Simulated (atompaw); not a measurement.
## What one change does to a pseudopotential (carbon, PAW (atompaw))

- Element: C (Z = 6)
- Generator: atompaw 4.2.0.5
- Type: PAW
- Functional: PBE
- Relativity: non-relativistic
- Frozen core: [He]
- Valence charge: 4
- Reference configuration: 2s2 2p2
- Partial waves: 2s (bound): rc 1.35 bohr; 2s channel at 0.85 Ry: rc 1.35 bohr; 2p (bound): rc 2.70 bohr; 2p channel at 0.9 Ry: rc 2.70 bohr; 3d channel at 0.4 Ry: rc 2.70 bohr
- Local potential: bessel scheme, radius 1.85 bohr
- Core correction: smooth core density matched at 1.90 bohr
- Augmentation charge: sinc compensation charge, radius 2.15 bohr; PAW radius 2.70 bohr; waves and projectors: custom polynom vanderbiltortho

Change: all radii scaled by about 1.15 (s 1.54, p 3.10, d 3.10 bohr); local potential bessel scheme, radius 2.12 bohr; augmentation sinc compensation charge, radius 2.46 bohr; PAW radius 3.10 bohr; waves and projectors: custom polynom vanderbiltortho; core correction smooth core density matched at 2.18 bohr.

Cutoffs: the cutoffs (Ry, on a coarse ladder) from which the occupation-weighted sum of valence levels, in a spherical-Bessel basis at the reference potential, stays within 10 and 1 mRy of its value at 400 Ry; they do not see the model core or the augmentation charge, which bear on the density cutoff.

Problem. What does the change do?

Solution. The potential gets softer (15 Ry and 30 Ry → 8 Ry and 18 Ry); neither file shows a bound ghost. A larger radius leaves more room for a smooth pseudo-wave, so fewer plane waves are needed.

| quantity | base | changed |
| --- | --- | --- |
| cutoff, loose | 15 Ry | 8 Ry |
| cutoff, tight | 30 Ry | 18 Ry |
| loose cutoff by channel (10 mRy a level) | s 8 Ry, p 8 Ry | s 8 Ry, p 6 Ry |
| bound ghosts | none | none |
| lowest overlap eigenvalue by channel | s 0.36, p 0.92, d 1.00 | s 0.46, p 0.92, d 1.00 |

 The cutoffs see the waves, projectors and local potential, not the compensation charge or the core.
